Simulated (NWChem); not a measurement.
System meant: CuHSCl, doublet; SMILES [SH][Cu][Cl]

NWChem input:

```
start job
memory heap 200 mb stack 900 mb global 1100 mb
geometry units angstroms noautoz
  Cu     0.027878     0.006281     0.000000
  Cl    -0.016322    -2.084628     0.000000
  S      0.071938     2.131331     0.000000
  H     -1.273817     2.294723     0.000000
end
basis spherical
  * library def2-svp
end
dft
  odft
  mult 2
  xc pbe0
  iterations 4
  mulliken
end
task dft energy
```

End of the output:

```
     --------------------------
     Expectation value of S2:
     --------------------------
      <S2> =      0.7563 (Exact =     0.7500)

 center of mass
 --------------
 x =   0.02019426 y =  -0.06351135 z =   0.00000000

 moments of inertia (a.u.)
 ------------------
        1080.282558448648           0.000000000000           0.000000000000
           0.000000000000           6.385569205868           0.000000000000
           0.000000000000           0.000000000000        1086.668127654516

     Multipole analysis of the density
     ---------------------------------

     L   x y z        total         alpha         beta         nuclear
     -   - - -        -----         -----         ----         -------
     0   0 0 0     -0.000000    -32.000000    -31.000000     63.000000

     1   1 0 0      1.014171      0.513413      0.500758      0.000000
     1   0 1 0     -4.721154     -2.477577     -2.243577      0.000000
     1   0 0 1      0.000000     -0.000000      0.000000      0.000000

     2   2 0 0    -35.358925    -21.171198    -20.417385      6.229658
     2   1 1 0      3.878080      4.711322      4.474870     -5.308111
     2   1 0 1     -0.000000     -0.000000     -0.000000      0.000000
     2   0 2 0    -57.997416   -300.665664   -299.380905    542.049154
     2   0 1 1      0.000000      0.000000      0.000000      0.000000
     2   0 0 2    -32.549194    -16.548620    -16.000574      0.000000

 ------------------------------------------------------------------------
 dft energy failed                                                                                  0
 ------------------------------------------------------------------------
 ------------------------------------------------------------------------
  current input line :
    19: task dft energy
 ------------------------------------------------------------------------
 ------------------------------------------------------------------------
 This type of error is most commonly associated with calculations not reaching convergence criteria
 ------------------------------------------------------------------------
 For more information see the NWChem manual at https://nwchemgit.github.io

0:dft energy failed:Received an Error in Communication
```

**Question.** Find the fault in this run and fix the input.

**Answer.** The run did not converge; its last values are not results. Cause: the SCF was allowed too few iterations. This input runs:
```
start job
memory heap 200 mb stack 900 mb global 1100 mb
geometry units angstroms noautoz
  Cu     0.027878     0.006281     0.000000
  Cl    -0.016322    -2.084628     0.000000
  S      0.071938     2.131331     0.000000
  H     -1.273817     2.294723     0.000000
end
basis spherical
  * library def2-svp
end
dft
  odft
  mult 2
  xc pbe0
  iterations 150
  mulliken
end
task dft energy
```
It converges to -2498.52103 Ha (PBE0/def2-SVP, spin-unrestricted).
